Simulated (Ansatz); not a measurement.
The same group exchange along the group B, Al, Ga, In.

Gas-phase electronic energies from Ansatz, PBE0-D4/def2-TZVP geometries. CCSD(T)/CBS is the MP2 limit (def2-TZVPP, def2-QZVPP) plus CCSD(T) − MP2 in def2-TZVPP, frozen cores. Elements past krypton have def2 core potentials. For Ga, I, In outer-core shells are correlated without core-valence functions, which leaves a few kJ/mol of doubt a bond. Scalar relativity is left out up to krypton. Each species was taken in one conformer, which may not be the lowest.

```csv
reaction,CCSD(T)/CBS(def2) (kcal/mol)
`C=CB(Cl)Cl` + `C=CCI` → `ClB(Cl)I` + `C=CCC=C`,?
`C=[CH][Al]([Cl])[Cl]` + `C=CCI` → `[Cl][Al]([Cl])[I]` + `C=CCC=C`,-33.3
`C=[CH][Ga]([Cl])[Cl]` + `C=CCI` → `[Cl][Ga]([Cl])[I]` + `C=CCC=C`,-28.5
`C=[CH][In]([Cl])[Cl]` + `C=CCI` → `[Cl][In]([Cl])[I]` + `C=CCC=C`,-35.6
```

Fill in the missing values. (Best estimate.)

The calculation gave: `C=CB(Cl)Cl` + `C=CCI` → `ClB(Cl)I` + `C=CCC=C`: -7.5 kcal/mol.

Largest T1 diagnostic: 0.013, for `C=[CH][In]([Cl])[Cl]`.
